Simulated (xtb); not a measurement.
1-fluoro-3-methylidenecyclobutane (C5H7F), SMILES C=C1CC(F)C1. All values are semi-empirical tight-binding results from xtb (GFN2-xTB unless named), good for trends rather than for accurate numbers. The structure is a stationary point at GFN2-xTB.

Optimised geometry:

```xyz
13

C     -2.3674     0.1451     0.0000
C     -1.0565     0.0373     0.0000
C     -0.0190    -0.0810     1.0873
C      1.0122    -0.4195     0.0000
F      2.1297     0.3794     0.0000
C     -0.0190    -0.0810    -1.0873
H     -2.9297     0.1918     0.9170
H     -2.9297     0.1918    -0.9170
H     -0.1901    -0.8425     1.8456
H      0.2006     0.8672     1.5772
H      1.3692    -1.4528     0.0000
H      0.2006     0.8672    -1.5772
H     -0.1901    -0.8425    -1.8456
```
Charge 0, spin multiplicity 1.

Computed properties:
```json
{
  "point_group_as_xtb_finds_it": "Cs",
  "orbital_gap": "5.34 eV",
  "dipole_moment": "1.98 D",
  "zero_point_energy": "65.9 kcal/mol",
  "G − E(el) at 298.15 K (modified RRHO)": "47.5 kcal/mol",
  "static polarisability (D4 model)": "57.6 bohr³",
  "solvation energy, GFN2-xTB/ALPB(water)": "-2.3 kcal/mol",
  "solvation energy, GFN2-xTB/ALPB(dmf)": "-5.2 kcal/mol"
}
```

Computed IR lines (harmonic; lines under 4 % of the strongest left out, lines within 3 cm⁻¹ merged):
ν (cm⁻¹): 72 (w), 290 (w), 357 (w), 415 (w), 426 (w), 893 (s), 961 (s), 1034 (w), 1063 (w), 1090 (vs), 1149 (vs), 1180 (w), 1216 (w), 1226 (m), 1237 (m), 1310 (vs), 1429 (m), 1783 (s), 2947 (s), 3002 (s), 3011 (vs), 3103 (m), 3128 (s) (against the strongest line: vs over 80 %, s over 45 %, m over 15 %, w over 4 %, vw less)

**Question.** Give the atomic charges and the Wiberg bond orders between heavy atoms. (The exact figures need the calculation; the answer reports its results.)

**Answer.** charges (e) C1 -0.11, C2 0.02, C3 -0.08, C4 0.15, F5 -0.26, C6 -0.08, H7 0.04, H8 0.04, H9 0.05, H10 0.07, H11 0.04, H12 0.07, H13 0.05. Bond orders C1–C2 1.95, C2–C3 1.00, C3–C4 0.99, C4–F5 0.93, C2–C6 1.00, C4–C6 0.99.
